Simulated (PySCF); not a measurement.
B3LYP-D3(BJ)/def2-SVP geometry optimisation, gas phase with PySCF 2.14 and geomeTRIC: V(OMe)Me3, charge 0, multiplicity 2. Start (GFN2-xTB, shaken):

```
18

V    -0.3334   -0.0174   -0.1239
O     0.0981    0.2241    1.3731
C     0.5654    0.5521    2.6259
H     1.6492    0.6597    2.6107
H     0.3221   -0.2862    3.3432
H     0.1305    1.4519    2.9876
C     1.5139   -0.1925   -0.9554
H     2.0857    0.7514   -0.8434
H     1.4315   -0.4232   -2.0260
H     2.1224   -0.9614   -0.4476
C    -1.1130    1.4365   -1.2948
H    -0.9667    1.1831   -2.3464
H    -0.6696    2.4576   -1.1536
H    -2.1736    1.5139   -1.0868
C    -1.0811   -1.8412   -0.5823
H    -2.1125   -1.9333   -0.2206
H    -0.5020   -2.6794   -0.2480
H    -1.1210   -1.8777   -1.6919
```

```json
{"step": "0", "E − E(start) / kcal mol⁻¹": "0.00", "largest force / Eh bohr⁻¹": "0.13024"}
{"step": "1", "E − E(start) / kcal mol⁻¹": "-13.07", "largest force / Eh bohr⁻¹": "0.01658"}
{"step": "2", "E − E(start) / kcal mol⁻¹": "-13.95", "largest force / Eh bohr⁻¹": "0.00685"}
{"step": "3", "E − E(start) / kcal mol⁻¹": "-14.37", "largest force / Eh bohr⁻¹": "0.00342"}
{"step": "4", "E − E(start) / kcal mol⁻¹": "-14.61", "largest force / Eh bohr⁻¹": "0.00424"}
{"step": "5", "E − E(start) / kcal mol⁻¹": "-14.94", "largest force / Eh bohr⁻¹": "0.00531"}
{"step": "6", "E − E(start) / kcal mol⁻¹": "-15.24", "largest force / Eh bohr⁻¹": "0.00473"}
{"step": "7", "E − E(start) / kcal mol⁻¹": "-15.52", "largest force / Eh bohr⁻¹": "0.00558"}
{"step": "8", "E − E(start) / kcal mol⁻¹": "-15.80", "largest force / Eh bohr⁻¹": "0.00496"}
{"step": "9", "E − E(start) / kcal mol⁻¹": "-16.24", "largest force / Eh bohr⁻¹": "0.00487"}
{"step": "10", "E − E(start) / kcal mol⁻¹": "-16.31", "largest force / Eh bohr⁻¹": "0.00252"}
{"step": "11", "E − E(start) / kcal mol⁻¹": "-16.39", "largest force / Eh bohr⁻¹": "0.00126"}
{"step": "12", "E − E(start) / kcal mol⁻¹": "-16.43", "largest force / Eh bohr⁻¹": "0.00136"}
{"step": "13", "E − E(start) / kcal mol⁻¹": "-16.45", "largest force / Eh bohr⁻¹": "0.00160"}
{"step": "14", "E − E(start) / kcal mol⁻¹": "-16.48", "largest force / Eh bohr⁻¹": "0.00131"}
{"step": "15", "E − E(start) / kcal mol⁻¹": "-16.50", "largest force / Eh bohr⁻¹": "0.00103"}
{"step": "16", "E − E(start) / kcal mol⁻¹": "-16.52", "largest force / Eh bohr⁻¹": "0.00096"}
{"step": "17", "E − E(start) / kcal mol⁻¹": "-16.53", "largest force / Eh bohr⁻¹": "0.00091"}
{"step": "18", "E − E(start) / kcal mol⁻¹": "-16.55", "largest force / Eh bohr⁻¹": "0.00047"}
{"step": "19", "E − E(start) / kcal mol⁻¹": "-16.56", "largest force / Eh bohr⁻¹": "0.00038"}
{"step": "20", "E − E(start) / kcal mol⁻¹": "-16.58", "largest force / Eh bohr⁻¹": "0.00073"}
{"step": "21", "E − E(start) / kcal mol⁻¹": "-16.60", "largest force / Eh bohr⁻¹": "0.00105"}
{"step": "22", "E − E(start) / kcal mol⁻¹": "-16.63", "largest force / Eh bohr⁻¹": "0.00106"}
{"step": "23", "E − E(start) / kcal mol⁻¹": "-16.64", "largest force / Eh bohr⁻¹": "0.00070"}
{"step": "24", "E − E(start) / kcal mol⁻¹": "-16.65", "largest force / Eh bohr⁻¹": "0.00069"}
{"step": "25", "E − E(start) / kcal mol⁻¹": "-16.66", "largest force / Eh bohr⁻¹": "0.00143"}
{"step": "26", "E − E(start) / kcal mol⁻¹": "-16.67", "largest force / Eh bohr⁻¹": "0.00231"}
{"step": "27", "E − E(start) / kcal mol⁻¹": "-16.68", "largest force / Eh bohr⁻¹": "0.00173"}
{"step": "28", "E − E(start) / kcal mol⁻¹": "-16.70", "largest force / Eh bohr⁻¹": "0.00068"}
{"step": "29", "E − E(start) / kcal mol⁻¹": "-16.70", "largest force / Eh bohr⁻¹": "0.00054"}
{"step": "30", "E − E(start) / kcal mol⁻¹": "-16.71", "largest force / Eh bohr⁻¹": "0.00055"}
{"step": "31", "E − E(start) / kcal mol⁻¹": "-16.71", "largest force / Eh bohr⁻¹": "0.00034"}
```

The optimisation met its thresholds. End point:

```
18

V    -0.1279   -0.2916   -0.1404
O     0.1083   -0.1122    1.5848
C     0.2967    0.9849    2.4386
H     1.3257    0.9818    2.8398
H    -0.4031    0.9218    3.2903
H     0.1267    1.9512    1.9273
C     1.7482   -0.2579   -0.8936
H     2.2444    0.7147   -0.7338
H     1.6125   -0.4181   -1.9797
H     2.3723   -1.0668   -0.4789
C    -1.0996    1.1889   -1.1217
H    -1.0759    1.0556   -2.2166
H    -0.5607    2.1206   -0.8647
H    -2.1462    1.2754   -0.7800
C    -1.0341   -2.0146   -0.6721
H    -2.0889   -2.0365   -0.3485
H    -0.4793   -2.8251   -0.1658
H    -0.9729   -2.1542   -1.7651
```

Metal–donor distances, start → end: O2 1.577 → 1.751 Å, C7 2.033 → 2.022 Å, C11 2.023 → 2.025 Å, C15 2.024 → 2.018 Å.

No frequencies were computed, so the end point may be a saddle point.

The job took 15 min on one thread of Arm Neoverse V1 (shared host), with 161 basis functions and a peak of 0.68 GiB, launched as `OMP_NUM_THREADS=1 python lf_run.py task.json out`.
